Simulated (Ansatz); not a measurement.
Consider the redistribution: `P[SeH]` + `BN[SiH2]F` → `F[SiH2]NP` + `B[SeH]`.

Gas-phase electronic energies from Ansatz, PBE0-D4/def2-TZVP geometries. CBS: MP2 limit from def2 TZ/QZ plus the TZ coupled-cluster correction, frozen cores. Functionals use def2-TZVPP. For Se outer-core shells are correlated without core-valence functions, which leaves a few kJ/mol of doubt a bond. Scalar relativity is left out up to krypton. Each species was taken in one conformer, which may not be the lowest.

`P[SeH]`:

Cartesian coordinates in Å:
```
P -0.606 -0.568 -0.217
Se 0.954 1.032 0.138
H -1.257 -0.445 1.038
H 0.182 -1.666 0.216
H 0.727 1.648 -1.175
```

`BN[SiH2]F`:

```xyz
9

B     1.248   -0.922   -0.088
N     0.165   -0.308    0.561
Si   -0.984    0.746   -0.182
F    -0.640    2.272    0.142
H     1.401   -0.725   -1.259
H     1.990   -1.627    0.531
H     0.060   -0.488    1.550
H    -2.327    0.495    0.388
H    -0.913    0.557   -1.643
```

`F[SiH2]NP`:

```xyz
9

F     1.053    1.644    0.950
Si   -0.331    1.054    0.405
N    -0.355   -0.653    0.411
P     0.453   -1.722   -0.662
H    -1.398    1.542    1.308
H    -0.455    1.532   -0.989
H    -0.771   -1.129    1.196
H     0.060   -1.146   -1.901
H     1.743   -1.122   -0.718
```

`B[SeH]`:

Cartesian coordinates in Å:
```
B 0.522 -0.354 -0.093
Se -0.970 0.667 -0.670
H 0.743 -0.517 1.064
H 1.204 -0.808 -0.958
H -1.499 1.012 0.657
```

| species | PBE-QIDH energy (Eh) |
| --- | --- |
| `P[SeH]` | -2743.90447 |
| `BN[SiH2]F` | -471.72421 |
| `F[SiH2]NP` | -788.02805 |
| `B[SeH]` | -2427.57106 |

(1) Work out ΔE.

Largest T1 diagnostic among the species: 0.013.

Results:

(1) ΔE = (-788.02805) + (-2427.57106) − (-2743.90447) − (-471.72421) = 0.02957 Eh = +77.6 kJ/mol. CCSD(T)/CBS gives +76.3 kJ/mol.

At CCSD(T), def2-SVP lies +6.6 kJ/mol from the extrapolated value and def2-TZVPP −1.7 kJ/mol. Leaving LDA and LC-ωPBE aside and taking each functional with its dispersion term where it has one, the values, not all of them listed here, spread over 5.1 kJ/mol, from ωB97X-V to BLYP-D4. In def2-TZVPP, CCSD(T) changes the Hartree–Fock value by −4.9 kJ/mol (the triples alone add −0.4 kJ/mol) and MP2 by −4.3 kJ/mol.
